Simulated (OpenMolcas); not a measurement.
## Ni4+: effect of the basis set

- Program: OpenMolcas
- Method: SS-CASPT2, IPEA 0.25 Eh, imaginary shift 0.1 Eh (closed shells correlated: 3s 3p)
- Active space: 6 electrons in 5 orbitals (3d)
- State averaging: 2S+1 = 5 even, 5 roots; 2S+1 = 3 even, 45 roots; 2S+1 = 1 even, 50 roots
- Spin-orbit coupling: state interaction with AMFI integrals over the reference wave functions, term energies averaged over their components

A. ANO-RCC-VDZP [5s4p2d1f], DKH2, point nucleus; CASPT2 step roughly 7 core-seconds
B. ANO-RCC-VTZP [6s5p3d2f1g], DKH2, point nucleus; CASPT2 step roughly 17 core-seconds
C. ANO-L-VTZP [6s5p3d2f1g], non-relativistic, point nucleus; CASPT2 step roughly 30 core-seconds
D. ANO-R2 [6s5p4d2f1g], X2C, finite nucleus; CASPT2 step roughly 15 core-seconds
E. ANO-RCC-VQZP [7s6p4d3f2g1h], DKH2, point nucleus; CASPT2 step about 50 core-seconds
F. ANO-R3 [7s5p5d3f2g1h], X2C, finite nucleus; CASPT2 step of the order of 30 core-seconds

Energies in eV above 3d⁶ ⁵D₄, the measured ground level; measured values from Corliss and Sugar, J. Phys. Chem. Ref. Data 10, 197 (1981).

```tsv
Level	A	B	C	D	E	F	Measured
3d⁶ ⁵D₄	0.0000	0.0000	0.0000	0.0000	0.0000	0.0000	0.0000
3d⁶ ⁵D₃	0.1137	0.1063	0.1116	0.1054	0.1056	0.1066	0.1103
3d⁶ ⁵D₂	0.1908	0.1787	0.1872	0.1774	0.1774	0.1791	0.1847
3d⁶ ⁵D₁	0.2399	0.2249	0.2354	0.2233	0.2233	0.2253	0.2320
3d⁶ ⁵D₀	0.264	0.2475	0.259	0.2457	0.2457	0.2479	0.2551
3d⁶ ³P₂(1)	3.297	3.274	3.246	3.283	3.228	3.223	3.2426
3d⁶ ³H₆	3.559	3.441	3.432	3.449	3.389	3.386	3.3614
3d⁶ ³H₅	3.610	3.488	3.482	3.496	3.437	3.434	3.4193
3d⁶ ³P₁(1)	3.628	3.584	3.571	3.592	3.536	3.535	3.5580
3d⁶ ³H₄	3.635	3.517	3.508	3.525	3.465	3.462	3.4541
3d⁶ ³P₀(1)	3.756	3.705	3.695	3.712	3.656	3.656	3.6749
3d⁶ ³F₄(1)	3.761	3.673	3.654	3.677	3.622	3.613	3.6109
3d⁶ ³F₃(1)	3.810	3.724	3.705	3.728	3.673	3.664	3.6663
3d⁶ ³F₂(1)	3.850	3.763	3.746	3.766	3.712	3.703	3.7070
3d⁶ ³G₅	4.370	4.205	4.198	4.213	4.152	4.152	4.1233
3d⁶ ³G₄	4.469	4.300	4.297	4.307	4.246	4.246	4.2231
3d⁶ ³G₃	4.510	4.337	4.335	4.344	4.284	4.284	4.2671
3d⁶ ¹I₆	5.418	5.244	5.236	5.249	5.162	5.161	5.1146
3d⁶ ³D₂	5.454	5.246	5.240	5.246	5.187	5.186	5.1611
3d⁶ ³D₁	5.459	5.248	5.243	5.248	5.189	5.188	5.1703
3d⁶ ³D₃	5.494	5.280	5.277	5.280	5.221	5.221	5.1974
3d⁶ ¹G₄(1)	5.516	5.383	5.364	5.394	5.315	5.307	5.2331
3d⁶ ¹S₀(1)	6.155	6.027	6.002	6.037	5.951	5.947	5.9140
3d⁶ ¹D₂(1)	6.343	6.201	6.184	6.207	6.128	6.124	6.0265
```

Deviations, from unrounded energies. A percentage is the sum of absolute deviations over the sum of measured energies, with the sign that they share, or ± where signs differ.

```json
{"Against measurement": "mean absolute deviation (cm-1)", "Levels": "23", "A": "1400", "B": "540", "C": "460", "D": "580", "E": "200", "F": "190"}
{"Against measurement": "fine structure of the ground term (%)", "Levels": "4", "A": "+3.3", "B": "-3.2", "C": "+1.4", "D": "-3.9", "E": "-3.9", "F": "-3.0"}
{"Against measurement": "other terms of the ground configuration (%)", "Levels": "19", "A": "+4.8", "B": "+1.8", "C": "+1.6", "D": "+2.0", "E": "±0.7", "F": "±0.6"}
```

E, F lie about equally close to measurement and A furthest from it. The largest miss of F in the table is 3d⁶ ¹D₂(1), by +790 cm-1. The ranking rests on the paired levels alone, and a cruder setting can come out closer through cancelling errors.

The two smallest mean deviations differ by little beside CASPT2's spread within terms, so their order carries little weight.

Among A to F the level of the table that moves most is 3d⁶ ³D₃, by 2200 cm-1 (lowest in F, highest in A). Moves below CASPT2's spread within the term are not significant.

CASPT2 breaks the degeneracy within a term, and the mean is taken; among the terms shown or strongly mixed into the levels shown the widest spread is 270 cm-1 (3d⁶ ¹G(1), F). The CASPT2 spread within a term exceeds the gap to the next term for 3d⁶ ¹G(1) and 3d⁶ ³D, so the order of their levels is uncertain (figures for A; the like holds for D). The basis is small and was not contracted for so high a charge (holds for A). Computed and measured levels are paired by configuration, term and J; levels that our copy of the source lacks, or whose pairing is in doubt (as where it misses far off the trend of its configuration), stay unpaired and out of the deviations. Levels of configurations outside the active space are missing. Levels that lie high or do not pair safely by name in every column are left out.

A number in round brackets counts repeated terms of one configuration in the order of the reference energies.
